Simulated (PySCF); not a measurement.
**Dipole response of Br (bromine, neutral)**

[Ar] 3d10 4s2 4p5, 2P determinant. Calculation: PySCF 2.14, in ANO-RCC-VTZP; the spin-free X2C one-electron Hamiltonian (Gaussian nucleus). Coupled (time-dependent) response in atomic units; α is the mean over directions. The basis has no added diffuse functions, which lowers α and C₆.

| method | mean α (bohr³) | α xx, yy, zz | C₆ (like pair) | S(−4) |
| --- | --- | --- | --- | --- |
| UHF | 16.66 | 15.64, 17.18, 17.18 | 135.4 | 42.57 |
| PBE | 17.69 | 16.36, 18.36, 18.36 | 147.3 | 49.71 |
| PBE0 | 17.32 | 16.09, 17.93, 17.93 | 142.6 | 47.25 |
| B3LYP | 17.28 | 16.03, 17.91, 17.91 | 142.5 | 47.05 |
| HSE06 | 17.33 | 16.09, 17.95, 17.95 | 142.8 | 47.32 |

S(−4) is the Cauchy moment in α(ω) = α(0) + S(−4) ω² + …

Reference α: 21 ± 1 bohr³ (recommended; Schwerdtfeger and Nagle, table of static dipole polarizabilities (2023 update)). Published C₆: 162.0 (Chu and Dalgarno (2004); Tang, Norbeck and Certain (1976)).

Spin-orbit coupling is absent.

α(iu) at HSE06:

```
u (hartree)  α(iu) (bohr³)
          0          17.33
     0.0500          17.21
      0.100          16.87
      0.200          15.65
      0.300          14.01
      0.500          10.58
      0.750          7.249
       1.00          5.074
       1.50          2.777
       2.00          1.727
       3.00         0.8530
       5.00         0.3388
```

A single London oscillator, α(iu) = α/(1 + u²/ω²), gives C₆ = (3/4) ω α². Matching the computed C₆ needs ω = 4 × 142.8 / (3 × 17.33²) = 0.634 hartree.

The components differ because the open shell of this determinant is not spherical; for a pure term their mean is the scalar polarisability.
